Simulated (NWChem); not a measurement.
Species: Si$_{3}$H$_{7}$, doublet; SMILES [SiH2][SiH2][SiH3]

```xyz
10

Si     0.4792    -1.9333     0.0566
Si    -0.9103    -0.0541    -0.0172
Si     0.4362     1.8759     0.0236
H     -0.2269    -3.2643     0.1093
H      1.5312    -1.9480    -1.0229
H     -1.7838    -0.0369    -1.2509
H     -1.8139    -0.0748     1.1889
H     -0.4034     3.1234    -0.0478
H      1.3791     1.8585    -1.1500
H      1.2463     1.9037     1.2917
```
Atoms are numbered in this order, from 1.

All runs: NWChem. Pople sets run with spherical d functions. Spin-unrestricted. Coordinates come from a PBE-D3(BJ)/def2-SVP, spin-unrestricted optimisation. No stability test was run on the SCF state. Level M06-L/6-31G*: energy and gradient on several grids; changes count from the extra-fine grid, which is no exact limit either.

Task: Which is the coarsest grid (xfine; xcoarse; coarse; fine; medium) from which on the energy stays within 100 μHa and each gradient component within 200 μHa/bohr of xfine?

Result: fine.
```csv
grid,size of the energy change (μHa),largest change of a gradient component (μHa/bohr),"time, medium = 1 (rough)"
xcoarse,3000,4000,about 1
coarse,< 10,1000,2
medium,200,200,about 1
fine,< 10,80,4
xfine,< 10,< 30,9
```
